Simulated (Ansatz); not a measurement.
Species: CCl₃F, charge 0, singlet. CCl3F (SMILES FC(Cl)(Cl)Cl).
B3LYP-D3(BJ)/def2-TZVP minimum from Ansatz (a quantum-chemistry and plane-wave program):
```xyz
5

F     -0.0146    -0.0321     1.5911
C     -0.0023    -0.0051     0.2508
Cl     1.5277    -0.7112    -0.3108
Cl    -1.3807    -0.9552    -0.3423
Cl    -0.1384     1.6852    -0.2777
```
Charge 0, spin multiplicity 1.

Property: atomisation energy (electronic, to ground-state atoms), in kcal/mol. Radicals and triplets start from unrestricted determinants; spin-orbit coupling is neglected. CBS(X,Y): correlation extrapolated as X^-3, Hartree-Fock from the larger set. A bracket is a step between two methods taken in the basis named. Functionals run without relativity, which enters their misses. '+ core + X2C': CCSD(T) terms for core correlation (cc-pwCVTZ, 1s frozen past Ne) and scalar relativity (cc-pVTZ-DK).

CCSD(T)/CBS(cc-pV(T+d)Z,cc-pV(Q+d)Z) + [CCSDT(Q) - CCSD(T)]/cc-pV(D+d)Z + core + X2C (Ansatz) gives 352.5 kcal/mol.

Q: How far off this value is PBE/def2-TZVPD (Ansatz), in which direction, and which of these levels come nearer: B3LYP/def2-TZVPD, wB97M-V/def2-TZVPD, CCSD(T)/CBS(cc-pV(T+d)Z,cc-pV(Q+d)Z) + core + X2C?

A: PBE gives 374.3 kcal/mol, 21.8 kcal/mol above it. Differences of the others: B3LYP/def2-TZVPD (Ansatz) -15.3; wB97M-V/def2-TZVPD (Ansatz) 2.5; CCSD(T)/CBS(cc-pV(T+d)Z,cc-pV(Q+d)Z) + core + X2C (Ansatz) -0.6 kcal/mol. Nearer than PBE: B3LYP/def2-TZVPD, wB97M-V/def2-TZVPD, CCSD(T)/CBS(cc-pV(T+d)Z,cc-pV(Q+d)Z) + core + X2C.
